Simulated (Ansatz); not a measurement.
Input file for Ansatz (a program for electronic structure): R-PBE/def2-TZVPP on CH4BeO (SMILES [CH3][Be][OH]), atoms moved off the minimum.

Ansatz 0.2 input:
```yaml
crystal:
  periodic: [false, false, false]
  atoms:
    - {symbol: Be, position_ang: [-0.02206923, -0.20457093, 0.23566570]}
    - {symbol: C, position_ang: [0.98241828, 0.35018087, -1.11741853]}
    - {symbol: H, position_ang: [1.89508297, -0.14876279, -1.11708486]}
    - {symbol: H, position_ang: [1.33723308, 1.59379961, -1.16539552]}
    - {symbol: H, position_ang: [0.80216280, 0.34459497, -2.19654027]}
    - {symbol: O, position_ang: [-0.98397440, -0.57304215, 1.40604272]}
    - {symbol: H, position_ang: [-1.76085485, -0.44593426, 1.24106962]}
basis:
  gaussian:
    orbitals: def2-TZVPP
hamiltonian:
  xc: {name: PBE}
scf: {lower_state_search: off}
output: {forces: true}
```

The head of its log:

```
WARN ansatz: RAYON_NUM_THREADS=1 ignored (pool sized by the plan → 1); use --threads N
Functional definition: PBE
these checks for a lower state are left out or cut short: stability, starts, cluster_reference, orbital_swaps, neighbouring_geometries, increment
integrals: 0.03 GiB planned
708 factors; their error is unknown
mean field: 0.32 GiB planned
mean field evaluation 1: about -3530.3197 eV, gradient 9.3e1 eV
mean field evaluation 2: about -3455.6953 eV, gradient 1.9e2 eV
```

### Question
Give the final energy of this run.

### Answer
-130.3530 hartree.
